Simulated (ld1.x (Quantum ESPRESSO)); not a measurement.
## What the settings do to the RRKJ potential of B (Z = 5)

Base potential:

ld1.x (Quantum ESPRESSO) 7.5 input, shortened:

```
&input
   title='B', zed=5., rel=0, dft='PBE', iswitch=3,
   config='[He] 2s1 2p0'
 /
 &inputp
   pseudotype=2, tm=.false., lloc=0,
   nlcc=.true., new_core_ps=.true.
 /
2
2P  2  1   0.00   0.00  1.85  1.85  0.0
2S  1  0   1.00   0.00  1.00  1.00  0.0
 &test
   configts(1)='2s1 2p0'
 /
```

All-electron outer shells of the reference configuration (PBE, non-relativistic, ld1.x):

```tsv
shell	level (eV)	outermost node (bohr)	outermost maximum (bohr)
2s	-31.47	0.45	1.37
2p	-25.49	–	1.26
```

Cutoffs, loose and tight: the cutoffs (Ry, on a coarse ladder) from which the occupation-weighted sum of valence levels, in a spherical-Bessel basis at the reference potential, stays within 10 and 1 mRy of its value at 400 Ry. They do not see the model core or the augmentation charge, which bear on the density cutoff. Test errors are all-electron minus pseudo excitation energies from the reference, over the configurations 2s2 2p1; 2s2 2p0; 2s2 2p0.5; 2s0 2p3; 2s2 2p1.3; 2s1 2p2; 2s1 2p1. A dash means not determined; rows that change the core or the reference have their own tests.

| change | outcome | cutoff, loose | cutoff, tight | bound ghosts | largest test error (meV) |
| --- | --- | --- | --- | --- | --- |
| base | generated | 50 Ry | 110 Ry | none | +140 |
| all radii but the core radius scaled by about 0.76 (s 0.76, p 1.42 bohr) | generated | 160 Ry | over 300 Ry | none | +80 |
| all radii but the core radius scaled by about 0.84 (s 0.84, p 1.56 bohr) | generated | 100 Ry | 180 Ry | none | +85 |
| all radii but the core radius scaled by about 1.08 (s 1.08, p 2.00 bohr) | generated | 21 Ry | 70 Ry | none | +189 |
| all radii but the core radius scaled by about 1.17 (s 1.18, p 2.16 bohr) | generated | 21 Ry | 50 Ry | none | +256 |
| all radii but the core radius scaled by about 1.32 (s 1.32, p 2.44 bohr) | generated | 21 Ry | 50 Ry | none | +433 |

What comes out with this change to the base: all radii but the core radius scaled by about 0.90 (s 0.90, p 1.66 bohr)?

outcome: generated; cutoff, loose: 80 Ry; cutoff, tight: 160 Ry; bound ghosts: none; largest test error (meV): +100.

What comes out with this change to the base: all radii but the core radius scaled by about 1.23 (s 1.22, p 2.28 bohr)?

outcome: generated; cutoff, loose: 21 Ry; cutoff, tight: 50 Ry; bound ghosts: none; largest test error (meV): +315.

What comes out with this change to the base: all radii but the core radius scaled by about 1.40 (s 1.40, p 2.60 bohr)?

outcome: generated; cutoff, loose: 18 Ry; cutoff, tight: 50 Ry; bound ghosts: none; largest test error (meV): +603.

Reading the sweep of the scale of all radii but the core radius (base = 1) (base included, trends over the rows without a ghost): The loose cutoff falls from 160 Ry at 0.76 to 18 Ry at 1.4. A larger radius leaves more room for a smooth pseudo-wave, so fewer plane waves are needed; a smaller one forces it to follow the all-electron wave where it bends sharply. The median size of the test errors (rows with all tests solved) rises from 56.4 meV at 0.76 to 233.3 meV at 1.4. More of the atom is replaced by a form fitted at one configuration, so other configurations suffer as the radius grows.
